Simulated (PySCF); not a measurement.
```xyz
4

Zn     0.0374    -0.0212     0.0514
O     -1.1119    -1.1223     0.8547
H     -0.7206    -1.9778     1.1078
H      0.9243     1.0014    -0.6424
```

Charge 0, multiplicity 1.

### Question
Give the Mulliken and meta-Löwdin atomic charges from PBE-D3(BJ)/def2-TZVP // PBE-D3(BJ)/def2-SVP (PySCF).

### Answer

```json
[
 {"atom": "Zn1", "Mulliken (e)": "0.27", "meta-Löwdin (e)": "1.00"},
 {"atom": "O2", "Mulliken (e)": "-0.59", "meta-Löwdin (e)": "-0.99"},
 {"atom": "H3", "Mulliken (e)": "0.31", "meta-Löwdin (e)": "0.33"},
 {"atom": "H4", "Mulliken (e)": "0.02", "meta-Löwdin (e)": "-0.33"}
]
```
